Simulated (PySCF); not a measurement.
PySCF input (M06-2X/def2-TZVPD):

```python
from pyscf import gto, scf, dft

mol = gto.M(
    atom='''
    Si   -0.01269356   -0.00522575    0.01010812
    C    -1.74811313    0.57254283   -0.04560001
    O     0.22217972   -1.50969620   -0.60679027
    O     0.97049977    0.94938331   -0.91017758
    O     0.37998505   -0.02524776    1.60108001
    H    -2.25584904    0.79934817   -0.97630530
    H    -2.35578838    0.68090884    0.84472526
    H     0.58161217   -1.55962592   -1.49626177
    H     0.93635737    1.89808086   -0.76577170
    H     1.17873995   -0.49632342    1.85280271
    ''',
    basis='def2-tzvpd',
    charge=0,
    spin=1,
    verbose=4,
)

mf = dft.UKS(mol, xc='m062x').density_fit(auxbasis='def2-universal-jkfit')
mf.grids.level = 4
mf.conv_tol = 1e-9
mf.max_cycle = 100
mf.max_memory = 1500
mf.kernel()
if not mf.converged:
    mf = mf.newton()
    mf.kernel(mf.make_rdm1())
for _ in range(2):
    mo, _, stable, _ = mf.stability(return_status=True)
    if stable:
        break
    mf.kernel(mf.make_rdm1(mo, mf.mo_occ))
mf.analyze()
```

End of the output:

```
Extra cycle  E= -556.402603898329  delta_E= 7.84e-12  |g|= 1.48e-05  |ddm|= 1.9e-05
converged SCF energy = -556.402603898329  <S^2> = 0.75453429  2S+1 = 2.0045292
uhf_internal: lowest eigs of H = [0.31890264 0.42934291 0.44088084]
<class 'pyscf.df.df_jk.DFUKS'> wavefunction is stable in the internal stability analysis
**** SCF Summaries ****
Total Energy =                        -556.402603898329062
Nuclear Repulsion Energy =             251.969669473828503
One-electron Energy =                -1268.619415473452136
Two-electron Energy =                  460.247142101294571
Two-electron Coulomb Energy =          514.308181353358577
DFT Exchange-Correlation Energy =      -54.061039252064020
HOMO-LUMO gap [eV] =                     6.415689727917705
**** MO energy ****
                             alpha | beta                alpha | beta
MO #1   energy= -67.0483945878937  | -67.0486074853529  occ= 1 | 1
MO #2   energy= -19.6287602595829  | -19.6284390085745  occ= 1 | 1
MO #3   energy= -19.6253295340148  | -19.625180143007   occ= 1 | 1
MO #4   energy= -19.6243019303893  | -19.6238062510988  occ= 1 | 1
MO #5   energy= -10.5449401306193  | -10.5389370974832  occ= 1 | 1
MO #6   energy= -5.57945498192168  | -5.57973907590203  occ= 1 | 1
MO #7   energy= -3.8919628900894   | -3.89190900035639  occ= 1 | 1
MO #8   energy= -3.89178289470552  | -3.89187024444356  occ= 1 | 1
MO #9   energy= -3.89025157454712  | -3.8907801598966   occ= 1 | 1
MO #10  energy= -1.14845622803364  | -1.14743263954485  occ= 1 | 1
MO #11  energy= -1.11860101566109  | -1.1178913636347   occ= 1 | 1
MO #12  energy= -1.11452634963187  | -1.11319060787946  occ= 1 | 1
MO #13  energy= -0.781212160684539 | -0.738867185791456 occ= 1 | 1
MO #14  energy= -0.652062470082882 | -0.648236320632549 occ= 1 | 1
MO #15  energy= -0.606924635158607 | -0.606110514266794 occ= 1 | 1
MO #16  energy= -0.595972505819022 | -0.594609207593867 occ= 1 | 1
MO #17  energy= -0.503191190698941 | -0.493943027692574 occ= 1 | 1
MO #18  energy= -0.482658516849614 | -0.47974546249261  occ= 1 | 1
MO #19  energy= -0.479623354459372 | -0.471407214826962 occ= 1 | 1
MO #20  energy= -0.45390033525728  | -0.452574426764269 occ= 1 | 1
MO #21  energy= -0.439730215718958 | -0.437224180485912 occ= 1 | 1
MO #22  energy= -0.423901304869817 | -0.41871247413842  occ= 1 | 1
MO #23  energy= -0.404148443609743 | -0.401856568123279 occ= 1 | 1
MO #24  energy= -0.400380344564383 | -0.38934915807841  occ= 1 | 1
MO #25  energy= -0.301395833697775 | -0.0656235829494207 occ= 1 | 0
MO #26  energy= -0.00260604703544199 | -0.00676032261564286 occ= 0 | 0
MO #27  energy= 0.0282576801155886 | 0.0259474861440951 occ= 0 | 0
MO #28  energy= 0.0303044704688471 | 0.0300881608480733 occ= 0 | 0
MO #29  energy= 0.0403982408024343 | 0.0353205468413395 occ= 0 | 0
MO #30  energy= 0.0687868178700087 | 0.0644507273367906 occ= 0 | 0
MO #31  energy= 0.0731841961406664 | 0.0710947760008094 occ= 0 | 0
MO #32  energy= 0.0759236303556116 | 0.0737445801301554 occ= 0 | 0
MO #33  energy= 0.0785554014996425 | 0.0759644745971969 occ= 0 | 0
MO #34  energy= 0.0962238913910491 | 0.0936185436388987 occ= 0 | 0
MO #35  energy= 0.107338769425736  | 0.102269296202986  occ= 0 | 0
MO #36  energy= 0.114042259067524  | 0.107131388316333  occ= 0 | 0
MO #37  energy= 0.116568466233817  | 0.114337637001089  occ= 0 | 0
MO #38  energy= 0.128101652050547  | 0.124802949691093  occ= 0 | 0
MO #39  energy= 0.135282559371495  | 0.127189402391883  occ= 0 | 0
MO #40  energy= 0.139304436728283  | 0.136465739997716  occ= 0 | 0
MO #41  energy= 0.149405527638602  | 0.141020582304469  occ= 0 | 0
MO #42  energy= 0.155083709738437  | 0.142768512474769  occ= 0 | 0
MO #43  energy= 0.161023734328044  | 0.157353939261872  occ= 0 | 0
MO #44  energy= 0.179767556293313  | 0.176376483638072  occ= 0 | 0
MO #45  energy= 0.200010860291566  | 0.192858666600387  occ= 0 | 0
MO #46  energy= 0.209056380867334  | 0.198979638135027  occ= 0 | 0
MO #47  energy= 0.218790945977142  | 0.219176406853699  occ= 0 | 0
MO #48  energy= 0.22914205522093   | 0.226702269992052  occ= 0 | 0
MO #49  energy= 0.23798781095321   | 0.236205180652525  occ= 0 | 0
MO #50  energy= 0.244146513376353  | 0.244534081313774  occ= 0 | 0
MO #51  energy= 0.251397775767261  | 0.249974448814541  occ= 0 | 0
MO #52  energy= 0.260313374648424  | 0.257050145695557  occ= 0 | 0
MO #53  energy= 0.273050512302064  | 0.264435315782846  occ= 0 | 0
MO #54  energy= 0.276995302009688  | 0.272984233390615  occ= 0 | 0
MO #55  energy= 0.282247717552064  | 0.277501884749522  occ= 0 | 0
MO #56  energy= 0.288010702465338  | 0.285887621910299  occ= 0 | 0
MO #57  energy= 0.289915111142468  | 0.287799384614875  occ= 0 | 0
MO #58  energy= 0.302471042266001  | 0.296438182904246  occ= 0 | 0
MO #59  energy= 0.311285727511543  | 0.30240192847789   occ= 0 | 0
MO #60  energy= 0.314199229901341  | 0.308457578747471  occ= 0 | 0
MO #61  energy= 0.319089972741206  | 0.316553220611344  occ= 0 | 0
MO #62  energy= 0.33180706096016   | 0.326635074152804  occ= 0 | 0
MO #63  energy= 0.333459448887807  | 0.331180105265341  occ= 0 | 0
MO #64  energy= 0.337873182297626  | 0.333270296644423  occ= 0 | 0
MO #65  energy= 0.345057866078151  | 0.339508978505818  occ= 0 | 0
MO #66  energy= 0.357549478843789  | 0.344451946576565  occ= 0 | 0
MO #67  energy= 0.362541035487935  | 0.352359783691364  occ= 0 | 0
MO #68  energy= 0.374803260628265  | 0.363812008832435  occ= 0 | 0
MO #69  energy= 0.385983004811207  | 0.370250384577059  occ= 0 | 0
MO #70  energy= 0.39000445471534   | 0.380937170500631  occ= 0 | 0
MO #71  energy= 0.401463067186723  | 0.393768722883766  occ= 0 | 0
MO #72  energy= 0.406138926133704  | 0.401514205606342  occ= 0 | 0
MO #73  energy= 0.417065837021062  | 0.407660789903673  occ= 0 | 0
MO #74  energy= 0.428391986627307  | 0.419211464261034  occ= 0 | 0
MO #75  energy= 0.441306045818207  | 0.438794673387185  occ= 0 | 0
MO #76  energy= 0.450046787490024  | 0.441541673385078  occ= 0 | 0
MO #77  energy= 0.463253331958039  | 0.45692821302278   occ= 0 | 0
MO #78  energy= 0.473850401924844  | 0.469177983115732  occ= 0 | 0
MO #79  energy= 0.501012538652579  | 0.488216034727455  occ= 0 | 0
MO #80  energy= 0.506128810705488  | 0.493047535545835  occ= 0 | 0
MO #81  energy= 0.514242510950637  | 0.502339514316284  occ= 0 | 0
MO #82  energy= 0.527094408044164  | 0.517677892566     occ= 0 | 0
MO #83  energy= 0.5452067295213    | 0.532372442908595  occ= 0 | 0
MO #84  energy= 0.551017341057119  | 0.545177466570059  occ= 0 | 0
MO #85  energy= 0.590820456845779  | 0.578988859720883  occ= 0 | 0
MO #86  energy= 0.603305742834166  | 0.596039156286631  occ= 0 | 0
MO #87  energy= 0.608467079639581  | 0.601433824553544  occ= 0 | 0
MO #88  energy= 0.620411925957228  | 0.617123770337869  occ= 0 | 0
MO #89  energy= 0.638542768140607  | 0.633756223311852  occ= 0 | 0
MO #90  energy= 0.646196310827974  | 0.640291458385571  occ= 0 | 0
MO #91  energy= 0.654266960414127  | 0.651384104383037  occ= 0 | 0
MO #92  energy= 0.660985585814356  | 0.654498447824054  occ= 0 | 0
MO #93  energy= 0.680677696858982  | 0.675396228416923  occ= 0 | 0
MO #94  energy= 0.689193245565778  | 0.679963538948408  occ= 0 | 0
MO #95  energy= 0.694162511945267  | 0.685074556219729  occ= 0 | 0
MO #96  energy= 0.711005614287232  | 0.707878754164781  occ= 0 | 0
MO #97  energy= 0.723013983900011  | 0.721537915033573  occ= 0 | 0
MO #98  energy= 0.745120800844869  | 0.741967642341765  occ= 0 | 0
MO #99  energy= 0.757391857456614  | 0.746217228199509  occ= 0 | 0
MO #100 energy= 0.773994064901505  | 0.775907386436675  occ= 0 | 0
MO #101 energy= 0.778301598315851  | 0.779058434069364  occ= 0 | 0
MO #102 energy= 0.7955713127062    | 0.79407344720894   occ= 0 | 0
MO #103 energy= 0.801540605320155  | 0.804724830227385  occ= 0 | 0
MO #104 energy= 0.824705932856977  | 0.82473492003658   occ= 0 | 0
[...]
```

It need not be the lowest isomer of its formula.
